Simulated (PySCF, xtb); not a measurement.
Si(SH)4 (H4S4Si), SMILES S[Si](S)(S)S. The values are those of a single conformer.

Harmonic wavenumbers (cm⁻¹) from GFN2-xTB in xtb at its own minimum, in rising order: 86, 91, 109, 112, 141, 150, 150, 163, 169, 353, 524, 527, 527, 695, 707, 723, 723, 2467, 2474, 2476, 2479.

What does PySCF 2.14.0 with PBE-D3(BJ)/def2-SVP give at its own minimum? (The exact figures need the calculation; the answer reports its results.)

88, 123, 165, 165, 180, 215, 240, 240, 267, 363, 524, 533, 533, 668, 723, 740, 740, 2602, 2602, 2603, 2604. Paired by order, the mean absolute difference is 54 cm⁻¹ and the zero-point energies are 22.7 and 24.2 kcal/mol.
